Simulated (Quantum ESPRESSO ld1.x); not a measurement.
ld1.x (Quantum ESPRESSO 7.5) input

```
 &input
    zed=21.0,
    iswitch=1,
    rel=1,
    lsd=1,
    dft='PW',
    config='[Ne] 3s2 3p1 4s0 3d0',
    verbosity='high',
    prefix='ld1',
    max_out_wfc=37,
    file_charge='ld1.rho',
 /
```

Standard output:

```
     Program LD1 v.7.5 starts

     --------------------------- All-electron run ----------------------------

     scalar relativistic calculation

     atomic number is 21.00
     dft =PW   lsd =1 sic =0 latt =0  beta=0.20 tr2=1.0E-14
     Exchange-correlation= PW
                           (   1   4   0   0   0   0   0)
     mesh =1957 r(mesh) =  99.83088 a.u. xmin = -8.00 dx = 0.00800
     1 Ry =  13.60569312 eV, c = 137.03599908

     n l     nl                  e(Ry)          e(Ha)          e(eV)
     1 0     1S 1( 1.00)    -335.170649569    -167.585324784  -4560.2290019
     2 0     2S 1( 1.00)     -46.912172438     -23.456086219   -638.2726219
     2 1     2P 1( 3.00)     -40.774128537     -20.387064268   -554.7602802
     3 0     3S 1( 1.00)     -14.159376660      -7.079688330   -192.6481336
     3 1     3P 1( 1.00)     -12.452435548      -6.226217774   -169.4240167
     4 0     4S 1( 0.00)      -6.469984622      -3.234992311    -88.0286253
     3 2     3D 1( 0.00)      -9.933516121      -4.966758060   -135.1523720
     1 0     1S 2( 1.00)    -335.131621346    -167.565810673  -4559.6979958
     2 0     2S 2( 1.00)     -46.870347446     -23.435173723   -637.7035639
     2 1     2P 2( 3.00)     -40.723796386     -20.361898193   -554.0754764
     3 0     3S 2( 1.00)     -13.971881714      -6.985940857   -190.0971349
     3 1     3P 2( 0.00)     -12.268856115      -6.134428057   -166.9262913
     4 0     4S 2( 0.00)      -6.410917320      -3.205458660    -87.2249737
     3 2     3D 2( 0.00)      -9.765260306      -4.882630153   -132.8631350

     final scf error:  3.0E-15 reached in  19 iterations

     Etot =   -1479.289940 Ry,    -739.644970 Ha,  -20126.764966 eV
     Total magnetization:    1.00 Bohr mag.

     Ekin =    1490.479317 Ry,     745.239659 Ha,   20279.004198 eV
     Encl =   -3356.157023 Ry,   -1678.078512 Ha,  -45662.842530 eV
     Eh   =     451.132193 Ry,     225.566096 Ha,    6137.966173 eV
     Exc  =     -64.744427 Ry,     -32.372214 Ha,    -880.892807 eV

     normalization and overlap integrals

     s(1S/1S) =  1.000000  <r> =   0.0732  <r2> =    0.0072  r(max) =   0.0480
     s(1S/2S) = -0.001978
     s(1S/3S) = -0.000815
     s(1S/4S) = -0.000463
     s(2S/2S) =  1.000000  <r> =   0.3421  <r2> =    0.1383  r(max) =   0.2835
     s(2S/3S) = -0.000448
     s(2S/4S) = -0.000245
     s(2P/2P) =  1.000000  <r> =   0.3050  <r2> =    0.1147  r(max) =   0.2303
     s(2P/3P) = -0.000368
     s(3S/3S) =  1.000000  <r> =   0.9449  <r2> =    1.0153  r(max) =   0.8620
     s(3S/4S) = -0.000156
     s(3P/3P) =  1.000000  <r> =   0.9614  <r2> =    1.0640  r(max) =   0.8689
     s(4S/4S) =  1.000000  <r> =   1.9125  <r2> =    4.1130  r(max) =   1.8729
     s(3D/3D) =  1.000000  <r> =   0.9476  <r2> =    1.0466  r(max) =   0.7894
     s(1S/1S) =  1.000000  <r> =   0.0732  <r2> =    0.0072  r(max) =   0.0480
     s(1S/2S) = -0.001979
     s(1S/3S) = -0.000814
     s(1S/4S) = -0.000459
     s(2S/2S) =  1.000000  <r> =   0.3419  <r2> =    0.1381  r(max) =   0.2835
     s(2S/3S) = -0.000448
     s(2S/4S) = -0.000243
     s(2P/2P) =  1.000000  <r> =   0.3048  <r2> =    0.1145  r(max) =   0.2303
     s(2P/3P) = -0.000367
     s(3S/3S) =  1.000000  <r> =   0.9470  <r2> =    1.0204  r(max) =   0.8620
     s(3S/4S) = -0.000154
     s(3P/3P) =  1.000000  <r> =   0.9643  <r2> =    1.0714  r(max) =   0.8689
     s(4S/4S) =  1.000000  <r> =   1.9263  <r2> =    4.1716  r(max) =   1.8879
     s(3D/3D) =  1.000000  <r> =   0.9502  <r2> =    1.0546  r(max) =   0.7894

     ------------------------ End of All-electron run ------------------------
```

Run on one thread of a shared host, so times are rough (Intel(R) Xeon(R) Processor @ 2.60GHz): 0.68 s of CPU time, 0.72 s wall, 19 iterations on 1957 mesh points.
